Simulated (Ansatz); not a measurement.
A structure drawn as `CC=CI`, with this starting geometry:

```xyz
9

C    -0.331    1.120    0.208
C     0.433   -0.135    0.221
C     0.023   -1.211   -0.422
I     0.981   -2.969   -0.530
H     0.305    1.952   -0.137
H    -0.574    1.431    1.293
H    -1.257    1.130   -0.347
H     1.323   -0.154    0.762
H    -0.904   -1.163   -1.049
```

The species carries charge 0 and has multiplicity 1. I takes the def2 core potential.

(1) Does it keep its bonds when Ansatz relaxes it at PBE-D4/def2-SVP and then PBE0-D4/def2-TZVP?

(2) Give the relaxed structure. (Estimate.)

Atoms count as bonded under 1.1 times the sum of their covalent radii (H–H under 0.85 Å, pairs among N, O and F under 1.55 Å), and a drawn bond as lost past 1.3 times.

Answers

(1) Yes, every drawn bond is still there and no new one forms.

(2) Computed: 
Z-matrix (Å, degrees):
```
C
C 1 1.491
H 1 1.094 2 110.7
H 1 1.094 2 110.7 3 -118.3
H 1 1.091 2 111.8 3 120.9
C 2 1.323 1 123.5 3 -120.8
H 2 1.087 1 117.1 3 59.2
I 6 2.078 2 123.6 1 -180.0
H 6 1.083 2 123.3 1 0.0
```
All modes are real.
